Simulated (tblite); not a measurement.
C5H8PSi (charge -1).
Bonds: C1–C2, C2–C3 (aromatic), C3–P4 (aromatic), P4–C5 (aromatic), C5–C6 (aromatic), C6–Si7, C2–C6 (aromatic). Hydrogens: H8, H9, H10 on C1; H11 on C3; H12 on C5; H13, H14, H15 on Si7.
Bond orders are those of one Lewis drawing.

Computed with GFN2-xTB (tblite), gas phase: L-BFGS steps from a force-field or distance-geometry start until the largest atomic force falls under 0.01 eV/Å.

Step 8: E = -522.8699 eV
```
atom  x, y, z in Å  |  force x, y, z in eV/Å
C1     -1.0082   -1.5177    0.2320    0.008   0.098  -0.014
C2     -0.8484   -0.0294    0.1224   -0.077   0.119   0.044
C3     -1.8822    0.8698    0.2306   -0.137  -0.023   0.013
P4     -1.3779    2.5435    0.0652    0.018  -0.155   0.002
C5      0.2516    1.9927   -0.1491    0.183   0.054  -0.020
C6      0.3980    0.6079   -0.0949   -0.107   0.054  -0.005
Si7     1.9914   -0.2922   -0.2826   -0.159   0.035   0.030
H8     -2.0534   -1.7767    0.4057    0.022  -0.030   0.003
H9     -0.4047   -1.9118    1.0535   -0.032  -0.014   0.011
H10    -0.6715   -2.0079   -0.6842   -0.023  -0.036  -0.015
H11    -2.9212    0.5933    0.4007    0.153   0.039  -0.026
H12     1.0887    2.6672   -0.3077   -0.138  -0.025   0.018
H13     3.1311    0.6073   -0.4973    0.101   0.032  -0.018
H14     1.9807   -1.2325   -1.4243    0.092  -0.074  -0.014
H15     2.3216   -1.1056    0.9081    0.096  -0.075  -0.009
```

Step 9: E = -522.8742 eV
```
atom  x, y, z in Å  |  force x, y, z in eV/Å
C1     -1.0083   -1.5171    0.2320    0.006   0.085  -0.017
C2     -0.8508   -0.0280    0.1224   -0.066   0.056   0.052
C3     -1.8863    0.8693    0.2313   -0.048   0.011  -0.003
P4     -1.3813    2.5404    0.0661    0.042  -0.076  -0.007
C5      0.2496    1.9935   -0.1491    0.069   0.007   0.002
C6      0.3968    0.6083   -0.0944   -0.086   0.045  -0.009
Si7     1.9910   -0.2947   -0.2816   -0.122   0.041   0.019
H8     -2.0547   -1.7736    0.4055    0.043  -0.046   0.002
H9     -0.4038   -1.9132    1.0530   -0.055   0.007   0.000
H10    -0.6706   -2.0089   -0.6839   -0.041  -0.015   0.000
H11    -2.9261    0.6073    0.4005    0.091  -0.048  -0.012
H12     1.0757    2.6758   -0.3067   -0.023   0.003   0.001
H13     3.1347    0.6030   -0.4984    0.064   0.025  -0.009
H14     1.9949   -1.2394   -1.4220    0.062  -0.050  -0.004
H15     2.3349   -1.1145    0.9032    0.064  -0.047  -0.013
```

Step 10: E = -522.8759 eV
```
atom  x, y, z in Å  |  force x, y, z in eV/Å
C1     -1.0082   -1.5154    0.2318   -0.004   0.041  -0.011
C2     -0.8528   -0.0265    0.1233   -0.026   0.003   0.037
C3     -1.8886    0.8693    0.2316    0.000   0.030  -0.008
P4     -1.3817    2.5379    0.0663    0.029   0.014  -0.010
C5      0.2500    1.9941   -0.1490   -0.010  -0.016   0.012
C6      0.3949    0.6090   -0.0944   -0.047   0.023  -0.008
Si7     1.9887   -0.2949   -0.2809   -0.049   0.026   0.004
H8     -2.0543   -1.7734    0.4055    0.038  -0.043   0.001
H9     -0.4046   -1.9135    1.0529   -0.053   0.020  -0.005
H10    -0.6711   -2.0095   -0.6838   -0.040   0.005   0.007
H11    -2.9267    0.6111    0.4003    0.022  -0.079   0.001
H12     1.0710    2.6792   -0.3064    0.034   0.022  -0.008
H13     3.1371    0.6019   -0.4990    0.018   0.003   0.000
H14     2.0010   -1.2427   -1.4212    0.046  -0.026   0.013
H15     2.3407   -1.1185    0.9012    0.044  -0.024  -0.026
```

Task: Estimate the geometry and energy of step 11. (The exact step hangs on the optimiser's Hessian estimate; all steps are aligned on step 10, rigid shifts and turns removed.)

Result: E = -522.8766 eV, largest force 0.078 eV/Å
```
atom  x, y, z in Å  |  force x, y, z in eV/Å
C1     -1.0083   -1.5140    0.2315   -0.012   0.004  -0.003
C2     -0.8541   -0.0256    0.1244   -0.006  -0.010   0.019
C3     -1.8897    0.8697    0.2315    0.018   0.033  -0.007
P4     -1.3811    2.5371    0.0661    0.007   0.058  -0.008
C5      0.2507    1.9944   -0.1489   -0.035  -0.004   0.012
C6      0.3932    0.6096   -0.0946   -0.007  -0.001  -0.004
Si7     1.9868   -0.2943   -0.2806    0.003   0.009  -0.004
H8     -2.0533   -1.7744    0.4055    0.017  -0.035   0.001
H9     -0.4060   -1.9132    1.0528   -0.038   0.023  -0.002
H10    -0.6722   -2.0096   -0.6837   -0.031   0.016   0.004
H11    -2.9263    0.6102    0.4003   -0.013  -0.077   0.006
H12     1.0706    2.6806   -0.3065    0.040   0.017  -0.009
H13     3.1384    0.6019   -0.4992   -0.012  -0.012   0.006
H14     2.0035   -1.2442   -1.4209    0.038  -0.010   0.025
H15     2.3432   -1.1201    0.9002    0.033  -0.010  -0.035
```

The energy changes by -0.0007 eV. The first-order estimate −F·Δx gives -0.0010 eV and the mean of the old and new forces, exact on a quadratic surface, -0.0007 eV. The step makes an angle of 36° with the force vector and moves no atom by more than 0.003 Å.

Run on one thread, Arm Neoverse V2 (shared host).
